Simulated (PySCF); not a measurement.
Predicted microwave data (PBE0/def2-SVPD in PySCF (dipole) on a GFN2-xTB geometry, gas phase) for one isomer of FH6PSi2:

* Rotational constants: A = 9181, B = 1300, C = 1178 MHz
* Dipole components: |μa| = 1.34 D, |μb| = 0.26 D, |μc| = 0.53 D
* Inertial defect: -14.79 u·Å²
* κ: -0.97

Problem. Which structure is it? (One computed conformer of each.)
A. `[F:1][Si@@H:2]([SiH3:3])[PH2:4]` with F1–Si2–P4–H -179° and -86°
B. `[F:1][SiH2:2][SiH2:3][PH2:4]` with F1–Si2–Si3–P4 180°, Si2–Si3–P4–H -75° and -168°

Solution. B. It is F[SiH2][SiH2]P, a near-prolate asymmetric top. The candidates at the same level (rigid rotor, commonest isotopes):

| SMILES | A (MHz) | B (MHz) | C (MHz) | μa (D) | μb (D) | μc (D) | Δ (u·Å²) | point group | rotor |
| --- | --- | --- | --- | --- | --- | --- | --- | --- | --- |
| F[SiH2][SiH2]P | 9181 | 1300 | 1178 | 1.34 | 0.26 | 0.53 | -14.79 | – | near-prolate asymmetric top |
| F[Si@@H]([SiH3])P | 4382 | 1870 | 1435 | 0.70 | 1.85 | 0.45 | -33.49 | C1 | asymmetric top |

`F[Si@@H]([SiH3])P` has A 52 % too low. No structure here is proved a minimum.
